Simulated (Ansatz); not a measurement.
Reaction (formal exchange of groups at the Si–Si bond): `O[SiH2][SiH](F)S` + `CC(O)O` → `C[SiH](F)S` + `O[SiH2]C(O)O`

Calculated with Ansatz (gas phase, PBE0-D4/def2-TZVP geometries, no zero-point term in ΔE). CCSD(T)/CBS adds triple-zeta CCSD(T) − MP2 to the extrapolated MP2 energy (def2 sets, frozen cores). DFT in def2-TZVPP. B3LYP here is the variant with VWN-RPA as its local correlation; programs differ in this. One conformer a species, not always the lowest.

```json
{"level": "PBE-D4", "ΔE (kJ/mol)": "-14.3", "difference from CCSD(T)/CBS": "9.4"}
{"level": "r2SCAN-D4", "ΔE (kJ/mol)": "-22.2", "difference from CCSD(T)/CBS": "1.5"}
{"level": "PBE0-D4", "ΔE (kJ/mol)": "-15.4", "difference from CCSD(T)/CBS": "8.3"}
{"level": "B3LYP-D4", "ΔE (kJ/mol)": "-22.6", "difference from CCSD(T)/CBS": "1.1"}
{"level": "ωB97M-V", "ΔE (kJ/mol)": "-30.9", "difference from CCSD(T)/CBS": "-7.2"}
{"level": "PBE", "ΔE (kJ/mol)": "-14.1", "difference from CCSD(T)/CBS": "9.6"}
{"level": "r2SCAN", "ΔE (kJ/mol)": "-22.2", "difference from CCSD(T)/CBS": "1.5"}
{"level": "PBE0", "ΔE (kJ/mol)": "-15.4", "difference from CCSD(T)/CBS": "8.3"}
{"level": "B3LYP", "ΔE (kJ/mol)": "-22.2", "difference from CCSD(T)/CBS": "1.5"}
{"level": "HF/def2-TZVPP", "ΔE (kJ/mol)": "-21.4", "difference from CCSD(T)/CBS": "2.3"}
{"level": "MP2/def2-TZVPP", "ΔE (kJ/mol)": "-29.8", "difference from CCSD(T)/CBS": "-6.1"}
{"level": "CCSD/def2-TZVPP", "ΔE (kJ/mol)": "-24.2", "difference from CCSD(T)/CBS": "-0.5"}
{"level": "CCSD(T)/def2-TZVPP", "ΔE (kJ/mol)": "-24.3", "difference from CCSD(T)/CBS": "-0.6"}
{"level": "HF/def2-QZVPP", "ΔE (kJ/mol)": "-21.7", "difference from CCSD(T)/CBS": "2.0"}
{"level": "SCS-MP2/def2-QZVPP", "ΔE (kJ/mol)": "-27.7", "difference from CCSD(T)/CBS": "-4.0"}
{"level": "MP2/CBS(def2)", "ΔE (kJ/mol)": "-29.3", "difference from CCSD(T)/CBS": "-5.6"}
{"level": "CCSD(T)/CBS", "ΔE (kJ/mol)": "-23.7", "difference from CCSD(T)/CBS": "0"}
```

Largest T1 diagnostic among the species: 0.012.
